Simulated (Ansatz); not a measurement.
`[SeH][SiH2][TeH]` + H₂ → H₂Se + `[SiH3][TeH]`  (hydrogenolysis of the Se–Si bond)

Calculated with Ansatz (gas phase, PBE0-D4/def2-TZVP geometries, no zero-point term in ΔE). CCSD(T)/CBS is the MP2 limit (def2-TZVPP, def2-QZVPP) plus CCSD(T) − MP2 in def2-TZVPP, frozen cores. This one scheme is used for every species. Elements past krypton have def2 core potentials. For Se, Te outer-core shells are correlated without core-valence functions, which leaves a few kJ/mol of doubt a bond. Scalar relativity is left out up to krypton. One conformer a species, not always the lowest.

| species | MP2/def2-TZVPP energy (Eh) |
| --- | --- |
| `[SeH][SiH2][TeH]` | -2959.03063 |
| H₂ | -1.16460 |
| H₂Se | -2401.29111 |
| `[SiH3][TeH]` | -558.88479 |

(1) Work out ΔE.

Largest T1 diagnostic among the species: 0.011.

Answers

(1) ΔE = (-2401.29111) + (-558.88479) − (-2959.03063) − (-1.16460) = 0.01933 Eh = +0.53 eV. CCSD(T)/CBS gives +0.48 eV.

The D4 term adds +0.13 eV with B3LYP and +0.07 eV with PBE0; it sums over pairs of atoms, weighted by their polarisabilities, and B3LYP, whose exchange is more repulsive, gets the larger term. Leaving LDA and LC-ωPBE aside and taking each functional with its dispersion term where it has one, the values, not all of them listed here, spread over 0.19 eV, from CAM-B3LYP-D4 to revPBE-D4. At CCSD(T), def2-SVP lies −0.26 eV from the extrapolated value and def2-TZVPP −0.08 eV.

B3LYP here is the variant with VWN-RPA as its local correlation; programs differ in this.
